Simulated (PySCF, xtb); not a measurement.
In(Br)(OMe)(NH2) (CH5BrInNO), SMILES C[O][In]([Br])[NH2]. Other conformers were not sampled.

Harmonic wavenumbers (cm⁻¹) from GFN2-xTB in xtb at its own minimum, in rising order: 49, 65, 68, 74, 122, 158, 194, 248, 352, 428, 646, 675, 1039, 1126, 1133, 1404, 1448, 1466, 1471, 2879, 2894, 2933, 3346, 3383.

### Question
What does B3LYP-D3(BJ)/def2-SVP run with PySCF give at its own minimum? (Estimate from the structure and the level; the computed values follow.)

### Answer
38, 65, 74, 91, 134, 214, 225, 258, 459, 530, 610, 801, 1108, 1167, 1183, 1466, 1471, 1478, 1520, 2947, 3003, 3050, 3506, 3607. Paired by order, the mean absolute difference is 62 cm⁻¹ and the zero-point energies are 39.5 and 41.5 kcal/mol.
